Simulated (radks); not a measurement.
Li, 3 electrons, occupied as [He] 2s1 (the NIST ground configuration).

Calculated with a radial shooting solver on a logarithmic mesh with Libxc functionals: Dirac Kohn-Sham, PBE, spin-unpolarised, spherical densities, point nucleus.

Energy parts (Ry):
| part | energy |
|---|---|
| total | -14.90440 |
| kinetic | 14.80873 |
| electron-nucleus | -34.20363 |
| Hartree | 8.06454 |
| exchange-correlation | -3.57404 |

Orbitals (lengths in bohr, moments of r in powers of bohr; <r^-3> diverges for s and p1/2; r(90%) holds 90 % of the orbital's charge):
| orbital | occ. | eigenvalue (Ry) | r(90%) | <r> | <r^-3> |
|---|---|---|---|---|---|
| 1s1/2 | 2 | -3.81123 | 1.06 | 0.5819 | - |
| 2s1/2 | 1 | -0.21125 | 6.17 | 3.907 | - |

The highest occupied level is 2s1/2 at -2.874 eV. For comparison, the ionisation energy in NIST's Atomic Spectra Database is 5.392 eV (measured). In exact Kohn-Sham theory the highest level is minus the ionisation energy, but local and semilocal functionals leave it too shallow, through self-interaction and a potential that decays too fast; potentials with the right tail come closer. Summed over all electrons, <r^2> = 19.13 bohr^2, which gives a Langevin (diamagnetic) susceptibility term of -15.2 x 10^-6 cm^3/mol. The density falls to 0.001 e/bohr^3 at r = 4.16 bohr.

Beside tabulated values, note that spin-unpolarised runs miss the spin-polarisation part of the exchange energy of open shells.
